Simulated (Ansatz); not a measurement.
Consider the redistribution: `C[SiH2]B(C)C` + `[SiH3][CH2][GeH2][PH2]` → `C[SiH2][GeH2][PH2]` + `CB(C)C[SiH3]`.

Calculated with Ansatz (gas phase, PBE0-D4/def2-TZVP geometries, no zero-point term in ΔE). CBS: MP2 limit from def2 TZ/QZ plus the TZ coupled-cluster correction, frozen cores. DFT in def2-TZVPP. For Ge outer-core shells are correlated without core-valence functions, which leaves a few kJ/mol of doubt a bond. Scalar relativity is left out up to krypton. One conformer a species, not always the lowest.

```csv
species,ωB97X-V energy (Eh)
`C[SiH2]B(C)C`,-435.26386
`[SiH3][CH2][GeH2][PH2]`,-2751.10832
`C[SiH2][GeH2][PH2]`,-2751.11848
`CB(C)C[SiH3]`,-435.27991
```

Work out ΔE.

ΔE = (-2751.11848) + (-435.27991) − (-435.26386) − (-2751.10832) = -0.02621 Eh = -0.71 eV. CCSD(T)/CBS gives -0.71 eV.

Largest T1 diagnostic among the species: 0.012.
